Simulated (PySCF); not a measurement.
## How methods differ on the ionisation energy of Kr(3+)

Kr(3+) [Ar] 3d10 4s2 4p3 [4p1/2^2 4p3/2^1, M_J = 3/2] → Kr(4+) [Ar] 3d10 4s2 4p2 [4p1/2^2, M_J = 0], as a difference of total energies. Calculation: PySCF 2.14, in x2c-TZVPPall-2c (6s7p4d1f, 54 functions); the two-component X2C-1e Hamiltonian. Correlated levels: [Ne] frozen. "Screened" scales the spin-orbit matrix elements by Boettger's factors to mimic the two-electron term; Breit and QED terms are absent.

| method | ionisation energy (eV) |
| --- | --- |
| GHF (spin-free) | 50.715 |
| GMP2 (spin-free) | 51.275 |
| GHF (screened spin-orbit) | 50.339 |
| GMP2 (screened spin-orbit) | 50.897 |

Question: How much does correlation contribute at GMP2 (screened spin-orbit)?

Answer: 50.897 − (50.339) = 0.558 eV, measured against GHF (screened spin-orbit).

The spin-free rows relax to the high-spin LS determinant and lack the spin-orbit shift.

Errors of the correlated levels include the incompleteness of this basis and the frozen core.

The labels give the starting determinants; with spin-orbit coupling the two ends relaxed to ⟨J²⟩ = 3.75, ⟨L²⟩ = 0.03, ⟨S²⟩ = 3.71 and ⟨J²⟩ = 1.33, ⟨L²⟩ = 1.97, ⟨S²⟩ = 1.94.

The determinant of Kr(4+) mixes levels of different J (the jj label is only the starting occupation), so the difference between spin-free and spin-orbit rows is not the physical spin-orbit shift.

For comparison: 50.85 ± 0.11 eV (measured; NIST Atomic Spectra Database, ionization energies).
